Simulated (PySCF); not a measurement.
Cl4Sb, charge +1. Atoms are numbered in the order given.

```xyz
5

Sb     0.0000     0.0000     0.0000
Cl     1.3168     1.3168    -1.3168
Cl    -1.3168     1.3168     1.3168
Cl    -1.3168    -1.3168    -1.3168
Cl     1.3168    -1.3168     1.3168
```
Charge +1, spin multiplicity 1.

Coordinates come from a r2SCAN-D4/def2-SVP optimisation. The spin state was assumed, not searched. The isomer is the one that the SMILES or the coordinates give; other isomers of the formula were not compared. The def2 effective core potentials stand for the cores of Sb; spin–orbit coupling is left out.

Calculation: PBE/def2-TZVP (PySCF).

Symmetry labels are those of the subgroup D2 that the program uses (full group Td).

Question: List the valence orbital energies around the gap with their symmetry. (An estimate is asked for; the answer gives what the named calculation found.)

Answer: 
```csv
orbital,symmetry,energy (eV)
HOMO−7,A,-14.08
HOMO−6,A,-14.08
HOMO−5,B1,-14.04
HOMO−4,B2,-14.04
HOMO−3,B3,-14.04
HOMO−2,B1,-13.61
HOMO−1,B2,-13.61
HOMO,B3,-13.61
LUMO,A,-10.63
LUMO+1,B1,-7.39
LUMO+2,B2,-7.39
LUMO+3,B3,-7.39
```
